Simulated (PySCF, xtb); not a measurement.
C3H9NOSi, SMILES C/C=C/[Si@@H](N)O.

Geometry: ωB97X-D3(BJ)/def2-SVP. The structure was generated by enumeration; whether it is a known compound was not checked. Other conformers were not sampled.

Calculation: C-PCM-B3LYP/def2-SVP in PySCF.

The values are the electrostatic part of the solvation free energy, E(continuum) − E(gas) at the gas-phase geometry, in a cavity of scaled van der Waals radii (PySCF's table); cavitation and dispersion terms are not included. In vacuum the orbital gap is 6.85 eV. The dipole moment in vacuum is 0.64 D.

```
solvent             ε  ΔG(elec) (kcal/mol)  dipole (D)  gap (eV)
--------------  -----  -------------------  ----------  --------
water           78.36                 -6.2        0.88      6.91
toluene          2.37                    ?           ?         ?
ethylethanoate   5.99                 -5.1        0.83      6.90
```

Q: Complete the blanks. (An estimate is asked for; the answer gives what the named calculation found.)

A: 
- toluene, ΔG(elec) (kcal/mol): -3.5
- toluene, dipole (D): 0.76
- toluene, gap (eV): 6.88

For comparison, GFN2-xTB/ALPB(water) (xtb, at the GFN2-xTB geometry, all terms of that model) gives -5.5 kcal/mol.
